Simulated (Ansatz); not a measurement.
F2Si (SMILES F[Si]F, charge +1) moved off its minimum; all values from Ansatz (an electronic-structure program), cores frozen in correlated methods. Open shells are unrestricted.
(charge 1, multiplicity 2)
```xyz
3

F     -1.52251    -0.51523    -0.03260
Si     0.00596     0.36727     0.07349
F      1.40151    -0.28981    -0.02804
```

Task: Give the forces (eV/Å), the total energy and the dipole at CCSD(T)/cc-pV(T+d)Z.

Result: 
```tsv
atom	Fx	Fy	Fz
F1	4.720	2.556	0.305
Si2	-4.027	-2.697	-0.330
F3	-0.693	0.141	0.025
```
Energy -488.2108 hartree.
